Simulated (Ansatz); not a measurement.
Born–Oppenheimer molecular dynamics of H₆SSiSn (9 atoms, charge 0, multiplicity 1). It starts at the highest image of a converged band, a first-order saddle point between two minima.

Computed with Ansatz, RKS B3LYP-D4/def2-SVP.

| Quantity | Value |
| --- | --- |
| ensemble | NVE (velocity Verlet) |
| time step | 0.5 fs |
| steps asked | 200 |
| starting velocities drawn for | 100 K |
| seed | 3204 |

First frame:

```xyz
9
Properties=species:S:1:pos:R:3
S -2.083 0.758 -0.729
Si 0.391 1.382 -0.258
Sn 1.014 -1.003 0.617
H -1.770 -0.198 -1.636
H -0.853 1.620 -1.360
H -0.060 2.115 0.984
H 0.801 -2.118 -0.683
H 2.657 -1.109 1.133
H -0.008 -1.495 1.914
```

How far do the bonds stretch over the last three quarters of this one trajectory? (Pairs bonded in most of those frames.)


```json
{"bond": "S1–H4", "mean (Å)": "1.355", "spread (Å)": "0.010", "shortest": "1.34", "longest": "1.37"}
{"bond": "S1–H5", "mean (Å)": "1.366", "spread (Å)": "0.021", "shortest": "1.33", "longest": "1.40"}
{"bond": "Si2–Sn3", "mean (Å)": "2.706", "spread (Å)": "0.067", "shortest": "2.60", "longest": "2.78"}
{"bond": "Si2–H6", "mean (Å)": "1.534", "spread (Å)": "0.007", "shortest": "1.52", "longest": "1.54"}
{"bond": "Sn3–H7", "mean (Å)": "1.736", "spread (Å)": "0.006", "shortest": "1.73", "longest": "1.75"}
{"bond": "Sn3–H8", "mean (Å)": "1.739", "spread (Å)": "0.022", "shortest": "1.70", "longest": "1.78"}
{"bond": "Sn3–H9", "mean (Å)": "1.734", "spread (Å)": "0.011", "shortest": "1.71", "longest": "1.75"}
```

Mean temperature of the second half: 259 K. The conserved energy stayed within 0.027 meV per atom of its start (net change -0.0061 meV per atom), so the integration is sound. The system heated up, since it started high on the potential surface and ran downhill. A run of 0.1 ps of so small a system gives no equilibrium averages. The orbitals stay closed-shell, which can raise the energy where a bond breaks towards radicals; this wasn't checked here.

The run took 6.5 min on 2 threads of Arm Neoverse V2 (shared host), peak memory 0.2 GiB.
